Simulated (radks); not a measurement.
Results of a calculation; reference values are marked as such.
Ir17+, configuration [Kr] 4d10 4f12 5s2. Level of theory: Dirac Kohn-Sham, PBE, spin-unpolarised, spherical densities, point nucleus; open shells are shared between the two j in proportion to 2j + 1 (a radial shooting solver on a logarithmic mesh with Libxc functionals).

Radial electron density D(r) = 4 pi r^2 rho(r):

```
   r/bohr * D(r) (the largest magnitude, 142, reaches the edge; | marks zero)
 0.001115 |   *
 0.001267 |    *
 0.001452 |     *
 0.001663 |       *
 0.001905 |        *
 0.002165 |          *
 0.002481 |            *
 0.002842 |               *
  0.00323 |                 *
 0.003701 |                    *
  0.00424 |                       *
 0.004819 |                          *
 0.005521 |                              *
 0.006326 |                                 *
 0.007247 |                                    *
 0.008237 |                                       *
 0.009437 |                                         *
  0.01081 |                                          *
  0.01229 |                                          *
  0.01408 |                                         *
  0.01613 |                                        *
  0.01833 |                                      *
    0.021 |                                     *
  0.02406 |                                     *
  0.02757 |                                      *
  0.03133 |                                         *
   0.0359 |                                             *
  0.04113 |                                                 *
  0.04674 |                                                     *
  0.05355 |                                                      *
  0.06135 |                                                     *
  0.06973 |                                                 *
  0.07989 |                                             *
  0.09153 |                                          *
   0.1049 |                                           *
   0.1192 |                                             *
   0.1365 |                                                 *
   0.1564 |                                                  *
   0.1778 |                                              *
   0.2037 |                                      *
   0.2334 |                              *
   0.2652 |                          *
   0.3039 |                           *
   0.3482 |                             *
   0.3989 |                              *
   0.4533 |                            *
   0.5194 |                      *
    0.595 |               *
   0.6763 |          *
   0.7748 |     *
   0.8877 |   *
    1.009 | *
    1.156 |*
    1.324 *
    1.517 *
    1.724 *
    1.976 *
    2.263 *
```

D(r) has 4 maxima, at r = 0.0118, 0.0536, 0.149, 0.389 bohr, and minima at 0.0231, 0.0968, 0.281 bohr, inside which lie 2.02, 11.13, 30.15 electrons.
